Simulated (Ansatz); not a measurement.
BMe2I (C₂H₆BI). Charge 0, multiplicity 3. Geometry PBE0-D4/def2-SVP, that of the neutral singlet; atoms count from 1.

```xyz
10

B    -0.3905    0.1967   -0.2131
C    -0.4570   -0.0771    1.3215
H    -0.0664    0.8363    1.8113
H     0.2100   -0.8994    1.6261
H    -1.4670   -0.2417    1.7195
C     0.8493   -0.1193   -1.1060
H     0.7087   -1.1563   -1.4694
H     1.7886   -0.1178   -0.5302
H     0.9501    0.5149   -1.9968
I    -2.1257    1.0636   -1.1630
```

In the def2 sets I takes a core potential; there is no spin–orbit coupling. At PBE0-D4/def2-TZVP a singlet of charge 0 lies 4.59 eV below the triplet at the same geometry.

**Question.** Estimate the Mulliken populations from the PBE0/def2-TZVP orbitals of Ansatz.

**Answer.** 
| atom | charge (e) | spin (α − β) |
| --- | --- | --- |
| B1 | -0.21 | 0.92 |
| C2 | -0.43 | 0.03 |
| H3 | 0.14 | 0.04 |
| H4 | 0.14 | 0.02 |
| H5 | 0.12 | 0.01 |
| C6 | -0.43 | 0.03 |
| H7 | 0.14 | 0.04 |
| H8 | 0.14 | 0.01 |
| H9 | 0.12 | 0.01 |
| I10 | 0.27 | 0.88 |
Mulliken values and Mayer orders depend strongly on the basis.

**Question.** Where does the spin sit?

**Answer.** Summed by element: B 0.92, C 0.06, H 0.14, I 0.88, of 2 unpaired in all. Largest on single atoms: B1 0.92, I10 0.88, H7 0.04.

**Question.** And the Mayer bond orders between bonded heavy atoms (over 0.3)?

**Answer.** B1–C2 0.99 (1.56 Å); B1–C6 0.99 (1.56 Å); B1–I10 0.97 (2.16 Å).
